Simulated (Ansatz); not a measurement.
Cost and result up the ladder for Ca4O3 (7 atoms). The state is a singlet with charge 0. Geometry: r2SCAN-D4/def2-SVP.

| atom | x (Å) | y (Å) | z (Å) |
| --- | --- | --- | --- |
| Ca1 | 0.779 | -1.040 | 0.353 |
| Ca2 | -0.833 | 1.100 | -0.418 |
| Ca3 | -0.189 | 0.707 | 3.547 |
| Ca4 | 0.273 | -0.708 | -2.702 |
| O5 | -0.965 | -1.027 | -1.067 |
| O6 | -0.209 | 0.475 | 1.536 |
| O7 | 1.143 | 0.493 | -1.250 |

Ansatz on 4 threads of Arm Neoverse V2 on a shared host. Times are rough, and most runs start from the orbitals of an earlier one. No level here is sound enough to serve as a yardstick. Binding counts from free atoms at the same level (Ca singlet, O triplet; other spins of the atoms weren't run), without zero-point energy or a counterpoise term.

Correlated methods freeze 23 core orbitals; core or outer-core shells of Ca are correlated, in sets that lack core-valence functions. The rows differ in basis, and correlated rows in double-zeta sets carry the largest basis error. Another isomer (singlet) lies 1.84 eV lower at PBE0-D4/def2-TZVP; other spin states weren't run for this one.

Correlated methods converge slowly with the basis, most of all in double-zeta sets.

| level | functions | wall time | binding energy per atom (eV) | remarks |
| --- | --- | --- | --- | --- |
| LDA (SPW92)/def2-TZVP | 237 | 2.6 s | 4.29 | restricted SCF unstable in HF |
| PBE-D4/def2-SVP | 138 | 2.6 s | 3.86 | restricted SCF unstable in HF |
| PBE0-D4/def2-SVP | 138 | 3.7 s | 3.53 | restricted SCF unstable in HF |
| PBE-D4/def2-TZVP (with forces) | 237 | 5.5 s | 3.74 | restricted SCF unstable in HF |
| MP2/def2-TZVP | 237 | 9.5 s | 3.32 | restricted SCF unstable |
| PBE0-D4/def2-TZVP | 237 | 10 s | 3.43 | restricted SCF unstable in HF |
| r2SCAN-D4/def2-TZVP | 237 | 10 s | 3.72 | restricted SCF unstable in HF |
| CAM-B3LYP-D4/def2-TZVP | 237 | 11 s | 3.43 | restricted SCF unstable in HF |
| B97M-V/def2-TZVP | 237 | 21 s | 3.56 | restricted SCF unstable in HF |
| CCSD(T)/def2-SVP | 138 | 50 s | 3.03 | large T1 (0.035), restricted SCF unstable |
